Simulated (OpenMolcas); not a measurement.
## Al III: CASPT2 settings compared

```
Program             : OpenMolcas 26.06
Basis               : ANO-RCC-VDZ [4s3p]
Scalar Hamiltonian  : DKH4, point nucleus
Active space        : 1 electron in 8 orbitals (3s 3p 4s 4p)
State averaging     : 2S+1 = 2 even, 1 root; 2S+1 = 2 odd, 3 roots
Spin-orbit coupling : state interaction with AMFI integrals over the reference wave functions, term energies averaged over their components
```

Methods on the same reference wave functions:
A. CASSCF
B. SS-CASPT2, IPEA 0.3 Eh, sigma1 regulariser 0.05 Eh (closed shells correlated: 2s 2p)
C. SS-CASPT2, IPEA 0.75 Eh, no level shift (closed shells correlated: 2s 2p)
D. SS-CASPT2, IPEA 0.2 Eh, imaginary shift 0.5 Eh (closed shells correlated: 2s 2p)

Energies in eV above 3s ²S_1/2, the measured ground level; measured values from NIST levels in Kelleher and Podobedova, J. Phys. Chem. Ref. Data 37, 709 (2008).

```
     Level       A       B       C       D  Measured
 3s ²S_1/2  0.0000  0.0000  0.0000  0.0000    0.0000
3p ²P°_1/2  7.0070   7.008   7.008   7.007    6.6558
3p ²P°_3/2  7.0326   7.033   7.034   7.033    6.6848
```

Deviations, from unrounded energies. A percentage is the sum of absolute deviations over the sum of measured energies, with the sign that they share, or ± where signs differ.

| Against measurement | Levels | A | B | C | D |
| --- | --- | --- | --- | --- | --- |
| mean absolute deviation (cm-1) | 2 | 2800 | 2800 | 2800 | 2800 |
| other configurations (%) | 2 | +5.2 | +5.2 | +5.3 | +5.2 |

A, B, C, D lie about equally close to measurement. The largest miss of A in the table is 3p ²P°_1/2, by +2800 cm-1. The ranking rests on the paired levels alone, and a cruder setting can come out closer through cancelling errors.

Among B to D no level of the table moves by more than 5 cm-1.

The lowest spin-free term lies below A's lowest term by 0.032 hartree in B, 0.032 hartree in C, 0.032 hartree in D.

With one active electron outside closed inactive shells, the extra shells (4p 4s) add no correlation to the reference. With one active electron the reference holds no correlation, so core polarisation is missing (holds for A). With one active electron, CASPT2 adds the correlation within the correlated inactive shells and between them and that electron, and leaves the splitting within a term as the reference gives it (holds for B; C; D). Computed and measured levels are paired by configuration, term and J; levels that our copy of the source lacks, or whose pairing is in doubt (as where it misses far off the trend of its configuration), stay unpaired and out of the deviations. Only configurations of the active space appear.

° marks odd parity.
